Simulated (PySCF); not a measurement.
Species: mer-MoCl3(PH3)3 (quartet state).
Bonds: Mo1–Cl2, Mo1–Cl3, Mo1–Cl4, Mo1–P5, Mo1–P9, Mo1–P13. Hydrogens: H6, H7, H8 on P5; H10, H11, H12 on P9; H14, H15, H16 on P13.

Computed, not measured: PBE0-D3(BJ)/def2-SVP geometry optimisation, gas phase, def2 core potentials past Kr (PySCF 2.14.0).

(1) What internal coordinates does the optimisation give?

Answers

(1) 
```tsv
bond	length (Å)
Mo1–Cl2	2.410
Mo1–Cl3	2.393
Mo1–Cl4	2.359
Mo1–P5	2.537
Mo1–P9, Mo1–P13	2.527
P5–H6, P5–H7, P5–H8	1.419
P9–H10 and 5 like bonds	1.417
```

Bonds in one row agree within 0.01 Å and their mean is given. A selection of angles:
```tsv
angle	degrees
Cl2–Mo1–Cl3	168.5
Cl2–Mo1–Cl4	95.8
Cl2–Mo1–P5	80.3
Cl2–Mo1–P9	91.2
Cl2–Mo1–P13	89.5
Cl3–Mo1–P5	88.2
Cl4–Mo1–P5	176.1
Cl4–Mo1–P9	87.9
P5–Mo1–P9	91.7
P9–Mo1–P13	176.0
Mo1–P5–H6	117.1
Mo1–P5–H8	122.1
H6–P5–H7	97.9
H6–P5–H8	99.3
Mo1–P9–H10	114.4
Mo1–P9–H11	119.9
H10–P9–H11	100.0
```

P5 (phosphorus bonded to Mo and 3 H) is distorted tetrahedral (angles from 97.9° to 122.1°). P9 (phosphorus bonded to Mo and 3 H) is distorted tetrahedral (angles from 99.6° to 119.9°). Mo1 (molybdenum bonded to 3 Cl and 3 P) is distorted octahedral (the three widest angles are 176.1°, 176.0° and 168.5°, the others run from 80.3° to 95.8°). The 3 Cl–Mo bonds span 2.359 Å (Mo1–Cl4) to 2.410 Å (Mo1–Cl2), a spread of 0.051 Å.

Point group: near Cs, missed by 0.16 Å at most; the miss may be what the optimiser left on a soft mode. PBE0-D3(BJ)/def2-SVP frequencies: not computed here. ⟨S²⟩ = 3.768 (exact for a quartet: 3.75).
